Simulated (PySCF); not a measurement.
PySCF input (TPSS/def2-TZVPD):

```python
from pyscf import gto, scf, dft

mol = gto.M(
    atom='''
    Br   -0.00000000   -0.00000000   -0.04054719
    H     0.00000000    0.00000000    1.41915152
    ''',
    basis='def2-tzvpd',
    charge=1,
    spin=1,
    symmetry='C2v',
    verbose=4,
)

mf = dft.UKS(mol, xc='tpss').density_fit(auxbasis='def2-universal-jkfit')
mf.grids.level = 3
mf.conv_tol = 1e-9
mf.max_cycle = 100
mf.max_memory = 1500
mf.kernel()
if not mf.converged:
    mf = mf.newton()
    mf.kernel(mf.make_rdm1())
mf.analyze()
```

End of the output:

```
Extra cycle  E= -2574.23620368262  delta_E= -1.36e-12  |g|= 1.77e-07  |ddm|= 6.5e-07
converged SCF energy = -2574.23620368262  <S^2> = 0.7532135  2S+1 = 2.0032109
**** SCF Summaries ****
Total Energy =                       -2574.236203682623909
Nuclear Repulsion Energy =              12.688373467289013
One-electron Energy =                -3593.527995740199913
Two-electron Energy =                 1006.603418590286765
Two-electron Coulomb Energy =         1097.841367064282622
DFT Exchange-Correlation Energy =      -91.237948473995914
HOMO-LUMO gap [eV] =                     0.501805077781669
Wave-function symmetry = B2
alpha occupancy for each irrep:     A1   A2   B1   B2
                                     9    1    4    4
beta  occupancy for each irrep:     A1   A2   B1   B2
                                     9    1    4    3
**** MO energy ****
alpha MO #1 (A1 #1), energy= -482.138335299285 occ= 1
alpha MO #2 (A1 #2), energy= -62.3520849015933 occ= 1
alpha MO #3 (B2 #1), energy= -56.1895271839701 occ= 1
alpha MO #4 (A1 #3), energy= -56.1853841125471 occ= 1
alpha MO #5 (B1 #1), energy= -56.1809684073936 occ= 1
alpha MO #6 (A1 #4), energy= -8.88246556767103 occ= 1
alpha MO #7 (B2 #2), energy= -6.73122806529629 occ= 1
alpha MO #8 (A1 #5), energy= -6.72103645784201 occ= 1
alpha MO #9 (B1 #2), energy= -6.70761296404978 occ= 1
alpha MO #10 (A1 #6), energy= -2.89849509903671 occ= 1
alpha MO #11 (B2 #3), energy= -2.89748388399847 occ= 1
alpha MO #12 (A2 #1), energy= -2.88738399770329 occ= 1
alpha MO #13 (B1 #3), energy= -2.87965300613807 occ= 1
alpha MO #14 (A1 #7), energy= -2.87801846308058 occ= 1
alpha MO #15 (A1 #8), energy= -1.11101051956202 occ= 1
alpha MO #16 (A1 #9), energy= -0.743525889246175 occ= 1
alpha MO #17 (B2 #4), energy= -0.66655248757169 occ= 1
alpha MO #18 (B1 #4), energy= -0.614864390643115 occ= 1
alpha MO #19 (A1 #10), energy= -0.336683248302292 occ= 0
alpha MO #20 (A1 #11), energy= -0.186925377988286 occ= 0
alpha MO #21 (B2 #5), energy= -0.155127198991978 occ= 0
alpha MO #22 (B1 #5), energy= -0.139550534803984 occ= 0
alpha MO #23 (A1 #12), energy= -0.130551021131982 occ= 0
alpha MO #24 (B2 #6), energy= -0.122917128826407 occ= 0
alpha MO #25 (A2 #2), energy= -0.122247747551647 occ= 0
alpha MO #26 (A1 #13), energy= -0.120473251740672 occ= 0
alpha MO #27 (B1 #6), energy= -0.114087754443184 occ= 0
alpha MO #28 (A1 #14), energy= -0.00982187446797322 occ= 0
alpha MO #29 (A1 #15), energy= 0.0287123882481266 occ= 0
alpha MO #30 (B2 #7), energy= 0.0482092857647469 occ= 0
alpha MO #31 (B1 #7), energy= 0.0550713370665483 occ= 0
alpha MO #32 (B2 #8), energy= 0.117697303948379 occ= 0
alpha MO #33 (A1 #16), energy= 0.117975072936715 occ= 0
alpha MO #34 (B2 #9), energy= 0.124403838973477 occ= 0
alpha MO #35 (B1 #8), energy= 0.132850754156833 occ= 0
alpha MO #36 (A1 #17), energy= 0.142639289788205 occ= 0
alpha MO #37 (B1 #9), energy= 0.142713230460428 occ= 0
alpha MO #38 (A2 #3), energy= 0.144131515354919 occ= 0
alpha MO #39 (A1 #18), energy= 0.158508915690399 occ= 0
alpha MO #40 (A1 #19), energy= 0.328190063183897 occ= 0
alpha MO #41 (A1 #20), energy= 0.680816411168649 occ= 0
alpha MO #42 (B2 #10), energy= 0.951989770006864 occ= 0
alpha MO #43 (B1 #10), energy= 0.978687582843613 occ= 0
alpha MO #44 (A1 #21), energy= 1.03375613262232 occ= 0
alpha MO #45 (B2 #11), energy= 1.09247392920497 occ= 0
alpha MO #46 (A2 #4), energy= 1.09331453469865 occ= 0
alpha MO #47 (A1 #22), energy= 1.09656588607265 occ= 0
alpha MO #48 (B2 #12), energy= 1.09973334164579 occ= 0
alpha MO #49 (B1 #11), energy= 1.09976655682136 occ= 0
alpha MO #50 (A2 #5), energy= 1.11977555579382 occ= 0
alpha MO #51 (A1 #23), energy= 1.12135845889254 occ= 0
alpha MO #52 (B1 #12), energy= 1.12249480746892 occ= 0
alpha MO #53 (B2 #13), energy= 1.2667125266391 occ= 0
alpha MO #54 (A1 #24), energy= 1.26700311192815 occ= 0
alpha MO #55 (B1 #13), energy= 1.30261126837319 occ= 0
alpha MO #56 (A1 #25), energy= 1.42909556205095 occ= 0
alpha MO #57 (B2 #14), energy= 1.63364237753481 occ= 0
alpha MO #58 (B1 #14), energy= 1.65310214769647 occ= 0
alpha MO #59 (A1 #26), energy= 2.19109841621959 occ= 0
alpha MO #60 (A1 #27), energy= 2.5674837077432 occ= 0
alpha MO #61 (B2 #15), energy= 3.67596590282832 occ= 0
alpha MO #62 (A1 #28), energy= 3.7001513067485 occ= 0
alpha MO #63 (A2 #6), energy= 3.70180627192197 occ= 0
alpha MO #64 (B1 #15), energy= 3.70583515773887 occ= 0
alpha MO #65 (A1 #29), energy= 3.87546497575709 occ= 0
alpha MO #66 (A1 #30), energy= 7.08197215855722 occ= 0
beta  MO #1 (A1 #1), energy= -482.135927101254 occ= 1
beta  MO #2 (A1 #2), energy= -62.35133724003 occ= 1
beta  MO #3 (B2 #1), energy= -56.1852874389018 occ= 1
beta  MO #4 (A1 #3), energy= -56.1845154971207 occ= 1
beta  MO #5 (B1 #1), energy= -56.1801433820245 occ= 1
beta  MO #6 (A1 #4), energy= -8.87923873876467 occ= 1
beta  MO #7 (B2 #2), energy= -6.72344214856647 occ= 1
beta  MO #8 (A1 #5), energy= -6.71935641466292 occ= 1
beta  MO #9 (B1 #2), energy= -6.7060384077523 occ= 1
beta  MO #10 (A1 #6), energy= -2.8907522136212 occ= 1
beta  MO #11 (B2 #3), energy= -2.89068391579317 occ= 1
beta  MO #12 (A2 #1), energy= -2.88087550658061 occ= 1
beta  MO #13 (B1 #3), energy= -2.87845345174537 occ= 1
beta  MO #14 (A1 #7), energy= -2.87582518037914 occ= 1
beta  MO #15 (A1 #8), energy= -1.07336268934527 occ= 1
beta  MO #16 (A1 #9), energy= -0.732484116227859 occ= 1
beta  MO #17 (B1 #4), energy= -0.600142259747726 occ= 1
beta  MO #18 (B2 #4), energy= -0.581701263121797 occ= 0
beta  MO #19 (A1 #10), energy= -0.325537233069586 occ= 0
beta  MO #20 (A1 #11), energy= -0.175458953768808 occ= 0
beta  MO #21 (B1 #5), energy= -0.136926243211402 occ= 0
beta  MO #22 (B2 #5), energy= -0.134382345726102 occ= 0
beta  MO #23 (A1 #12), energy= -0.127390320055335 occ= 0
beta  MO #24 (B1 #6), energy= -0.111567296072709 occ= 0
beta  MO #25 (B2 #6), energy= -0.108304934080052 occ= 0
beta  MO #26 (A2 #2), energy= -0.101287795411463 occ= 0
beta  MO #27 (A1 #13), energy= -0.097804754764053 occ= 0
beta  MO #28 (A1 #14), energy= -0.00500570030552883 occ= 0
beta  MO #29 (A1 #15), energy= 0.0321011684609367 occ= 0
beta  MO #30 (B1 #7), energy= 0.0560927464127468 occ= 0
beta  MO #31 (B2 #7), energy= 0.0568314772548013 occ= 0
beta  MO #32 (A1 #16), energy= 0.124504465980846 occ= 0
beta  MO #33 (B1 #8), energy= 0.136492217210031 occ= 0
beta  MO #34 (B2 #8), energy= 0.136573869222595 occ= 0
beta  MO #35 (B1 #9), energy= 0.146814890448328 occ= 0
beta  MO #36 (B2 #9), energy= 0.153181030793443 occ= 0
[...]
```
